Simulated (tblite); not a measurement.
Compound: C₅H₈FGaS.
SMILES with atom numbers: `[F:1][C@@H:2]1[GaH2-:3][S@@+:4]2[CH:5]=[CH:6][C@@H:7]1[CH2:8]2` (hydrogens: H9 on C2; H10, H11 on Ga3; H12 on C5; H13 on C6; H14 on C7; H15, H16 on C8)
Bond orders are those of one Lewis drawing.

Computed with GFN2-xTB (tblite), gas phase: L-BFGS steps from a force-field or distance-geometry start until the largest atomic force falls under 0.01 eV/Å.

Geometry at step 5:
```
atom  x, y, z in Å
F1      1.7109   -1.7094   -0.4636
C2      1.0260   -0.5360   -0.8639
Ga3     1.6848    0.9854    0.3149
S4     -0.5445    0.6889    1.7444
C5     -1.5046    1.2038    0.3224
C6     -1.2669    0.4871   -0.7708
C7     -0.4560   -0.7511   -0.5329
C8     -0.4774   -0.9680    0.9853
H9      1.1961   -0.4772   -1.9351
H10     2.8165    0.6348    1.2745
H11     1.5498    2.3572   -0.3674
H12    -2.2714    1.9499    0.4613
H13    -1.5856    0.7685   -1.7725
H14    -0.9085   -1.6156   -1.0620
H15     0.3888   -1.5365    1.3112
H16    -1.3655   -1.4728    1.3428
```

Task: Give the atomic forces at this geometry.

Result: 
```csv
atom,Fx (eV/Å),Fy (eV/Å),Fz (eV/Å)
F1,0.187,0.081,-0.023
C2,-0.177,0.009,-0.075
Ga3,-0.258,-0.217,-0.016
S4,0.030,-0.106,-0.572
C5,-0.092,0.085,-0.032
C6,-0.029,0.096,-0.030
C7,0.112,-0.241,0.107
C8,-0.192,-0.177,0.033
H9,-0.093,-0.030,-0.404
H10,0.151,0.028,0.312
H11,-0.034,0.330,0.091
H12,0.495,0.314,-0.081
H13,-0.217,-0.265,0.376
H14,0.275,0.241,0.201
H15,0.174,0.071,0.167
H16,-0.331,-0.219,-0.054
```

The largest, 0.59 eV/Å, acts on H12 (S4 within 3 % of it); the rms over all components is 0.211 eV/Å. The forces sum to zero within rounding, as they must for an isolated molecule in no field.

Task: Give the force on H12 in Eh/bohr and in nN.

Result: 0.592 eV/Å ÷ 51.422 = 0.01151 Eh/bohr, and 0.592 eV/Å × 1.602 = 0.95 nN.

Task: How far is this geometry from the end of the optimisation?

Result: 0.394 eV above it, and 0.245 Å rms away after alignment. The bonds farthest from their final lengths, with half the difference of the two atoms' forces along the bond (positive lengthens):

```json
{"bond": "Ga3–S4", "now (Å)": "2.665", "final (Å)": "2.536", "force along bond (eV/Å)": "-0.28"}
{"bond": "Ga3–H10", "now (Å)": "1.525", "final (Å)": "1.550", "force along bond (eV/Å)": "+0.23"}
{"bond": "Ga3–H11", "now (Å)": "1.538", "final (Å)": "1.560", "force along bond (eV/Å)": "+0.21"}
{"bond": "S4–C5", "now (Å)": "1.791", "final (Å)": "1.773", "force along bond (eV/Å)": "-0.15"}
{"bond": "C7–H14", "now (Å)": "1.110", "final (Å)": "1.095", "force along bond (eV/Å)": "-0.24"}
{"bond": "C2–Ga3", "now (Å)": "2.034", "final (Å)": "2.049", "force along bond (eV/Å)": "-0.08"}
```

The angle farthest from its final value is C2–Ga3–H11, 112.4° against 123.1°.

Of the 6 listed bonds off by 0.010 Å or more, this force points towards the final length in 5.

The cost below is that of the whole relaxation. Time: 0.91 s wall. Hardware: one thread of an Arm Neoverse N1, shared host with 64 logical CPUs at a one-minute load of 58.
